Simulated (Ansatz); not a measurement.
Rh5. The state is a doublet with charge 0. Geometry PBE0-D4/def2-SVP; atoms count from 1.

```
atom   x (Å)   y (Å)   z (Å)
 Rh1   1.342   0.011  -1.503
 Rh2  -0.925   0.790  -0.815
 Rh3   1.060   0.611   0.880
 Rh4  -1.299   0.032   1.603
 Rh5  -0.178  -1.444  -0.165
```

In the def2 sets Rh takes a core potential; there is no spin–orbit coupling. The charge 0 doublet is spin-contaminated (final ⟨S²⟩ up to 2.69, 0.75 for a pure state). Another isomer (doublet) lies 0.26 eV lower at PBE0-D4/def2-TZVP; other spin states weren't run for this one.

Estimate the Mulliken populations from the PBE0/def2-TZVP orbitals of Ansatz.


| atom | charge (e) | spin (α − β) | d electrons |
| --- | --- | --- | --- |
| Rh1 | -0.10 | 0.58 | 8.27 |
| Rh2 | 0.04 | -0.54 | 8.17 |
| Rh3 | 0.09 | -0.98 | 8.14 |
| Rh4 | -0.04 | 1.26 | 8.29 |
| Rh5 | 0.01 | 0.69 | 8.20 |
Mulliken values depend strongly on the basis.

Where does the spin sit?

Summed by element: Rh 1.00, of 1 unpaired in all. Largest on single atoms: Rh4 1.26, Rh3 -0.98, Rh5 0.69.

And the Mayer bond orders between heavy atoms (over 0.3)?

Rh1–Rh2 0.91 (2.49 Å); Rh1–Rh3 0.90 (2.47 Å); Rh1–Rh5 1.01 (2.49 Å); Rh2–Rh3 0.52 (2.62 Å); Rh2–Rh4 0.72 (2.56 Å); Rh2–Rh5 0.78 (2.44 Å); Rh3–Rh4 0.69 (2.53 Å); Rh3–Rh5 0.55 (2.62 Å); Rh4–Rh5 0.78 (2.56 Å).
